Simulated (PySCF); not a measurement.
Correlation energy of Te (tellurium, neutral)

[Kr] 4d10 5s1 5p5, high-spin 3P determinant (an excited configuration). Computed with PySCF 2.14 in x2c-TZVPPall with one added diffuse shell each of s, p, d, f type (9s7p5d3f, 76 functions), with scalar relativity by spin-free X2C-1e. Frozen: [Ar] 3d10; 24 electrons correlated.

| level | correlation energy (mhartree) |
| --- | --- |
| CCSD | -564.68 |
| (T) | -39.03 |
| CCSD(T) | -603.71 |

Diagnostics: T1 = 0.018, D1 = 0.0755, largest double amplitude 0.195.

A double-excitation amplitude exceeds 0.15, a sign of near-degeneracy.

Cost of the coupled-cluster step: roughly 100 core-seconds, for 24 correlated electrons.

Iterations:

```
CC2 = 0
CCSD nocc = (np.int64(13), np.int64(11)), nmo = (62, 62)
frozen orbitals [[0, 1, 2, 3, 4, 5, 6, 7, 8, 9, 10, 11, 12, 13], [0, 1, 2, 3, 4, 5, 6, 7, 8, 9, 10, 11, 12, 13]]
max_cycle = 100
direct = 0
conv_tol = 1e-08
conv_tol_normt = 1e-06
diis_space = 8
diis_start_cycle = 0
Init t2, MP2 energy = -0.571624621204384
Init E_corr(UCCSD) = -0.57162462120461
cycle = 1  E_corr(UCCSD) = -0.531534928944805  dE = 0.0400896923  norm(t1,t2) = 0.119141
cycle = 2  E_corr(UCCSD) = -0.55119684139247  dE = -0.0196619124  norm(t1,t2) = 0.0797467
cycle = 3  E_corr(UCCSD) = -0.55642129907128  dE = -0.00522445768  norm(t1,t2) = 0.0576114
cycle = 4  E_corr(UCCSD) = -0.564386956011558  dE = -0.00796565694  norm(t1,t2) = 0.0303187
cycle = 5  E_corr(UCCSD) = -0.563229658638661  dE = 0.00115729737  norm(t1,t2) = 0.015606
cycle = 6  E_corr(UCCSD) = -0.565041384091468  dE = -0.00181172545  norm(t1,t2) = 0.00817929
cycle = 7  E_corr(UCCSD) = -0.564623589619055  dE = 0.000417794472  norm(t1,t2) = 0.00478668
cycle = 8  E_corr(UCCSD) = -0.56437449481843  dE = 0.000249094801  norm(t1,t2) = 0.00297601
cycle = 9  E_corr(UCCSD) = -0.564635931702376  dE = -0.000261436884  norm(t1,t2) = 0.00175516
cycle = 10  E_corr(UCCSD) = -0.564652179725128  dE = -1.62480228e-05  norm(t1,t2) = 0.000453138
cycle = 11  E_corr(UCCSD) = -0.564676977377868  dE = -2.47976527e-05  norm(t1,t2) = 0.000259881
cycle = 12  E_corr(UCCSD) = -0.564680736069532  dE = -3.75869166e-06  norm(t1,t2) = 0.000119939
cycle = 13  E_corr(UCCSD) = -0.564678608206945  dE = 2.12786259e-06  norm(t1,t2) = 6.94144e-05
cycle = 14  E_corr(UCCSD) = -0.564678886837653  dE = -2.78630708e-07  norm(t1,t2) = 3.95587e-05
cycle = 15  E_corr(UCCSD) = -0.564677758475275  dE = 1.12836238e-06  norm(t1,t2) = 2.49777e-05
cycle = 16  E_corr(UCCSD) = -0.564677710114053  dE = 4.83612219e-08  norm(t1,t2) = 1.32554e-05
cycle = 17  E_corr(UCCSD) = -0.564677831448321  dE = -1.21334268e-07  norm(t1,t2) = 7.78102e-06
cycle = 18  E_corr(UCCSD) = -0.564677842875333  dE = -1.14270124e-08  norm(t1,t2) = 5.23193e-06
cycle = 19  E_corr(UCCSD) = -0.564677896134211  dE = -5.32588778e-08  norm(t1,t2) = 6.83243e-06
cycle = 20  E_corr(UCCSD) = -0.564677993810789  dE = -9.76765775e-08  norm(t1,t2) = 4.75682e-06
cycle = 21  E_corr(UCCSD) = -0.564677967918182  dE = 2.58926064e-08  norm(t1,t2) = 6.34912e-06
cycle = 22  E_corr(UCCSD) = -0.564677819644382  dE = 1.482738e-07  norm(t1,t2) = 3.45165e-06
cycle = 23  E_corr(UCCSD) = -0.564677817399215  dE = 2.24516739e-09  norm(t1,t2) = 3.45298e-06
cycle = 24  E_corr(UCCSD) = -0.564677835453237  dE = -1.80540218e-08  norm(t1,t2) = 9.56456e-07
cycle = 25  E_corr(UCCSD) = -0.564677847644941  dE = -1.21917046e-08  norm(t1,t2) = 4.39188e-07
cycle = 26  E_corr(UCCSD) = -0.564677852680089  dE = -5.03514785e-09  norm(t1,t2) = 4.00999e-07
UCCSD converged
E(UCCSD) = -6791.053360128131  E_corr = -0.5646778526800892
UCCSD(T) correction = -0.0390304191574176
```

This basis was not built for core-valence correlation, so the inner-shell part is incomplete.
